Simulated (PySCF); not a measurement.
Positional isomers: butadiene fluoro. Gas-phase values, no solvent. One relaxed conformer stands for each flexible species; it need not be the lowest. Strings in code marks are SMILES.

All values below come from TPSSh-D3(BJ)/def2-TZVP run with PySCF 2.14.0. Delta-SCF ions had no search for a lower state. Excitations are Tamm–Dancoff values on a coarser integration grid. The basis has no diffuse functions, so Rydberg states are missing or too high.

| species | S1 excitation (TDA) (eV) | vertical ionisation energy (Delta-SCF) (eV) | S1 oscillator strength | HOMO–LUMO gap (eV) | HOMO (eV) |
|---|---|---|---|---|---|
| `FC(C=C)=C` (C–C–C–F torsion 0°) | 6.12 | 8.94 | 0.733 | 4.86 | -6.37 |
| `C=C/C=C/F` (C–C–C–C torsion 180°) | 6.34 | 8.70 | 0.992 | 4.89 | -6.11 |
| `C=C/C=C\F` (C–C–C–C torsion 180°) | 6.18 | 8.72 | 0.828 | 4.83 | -6.13 |
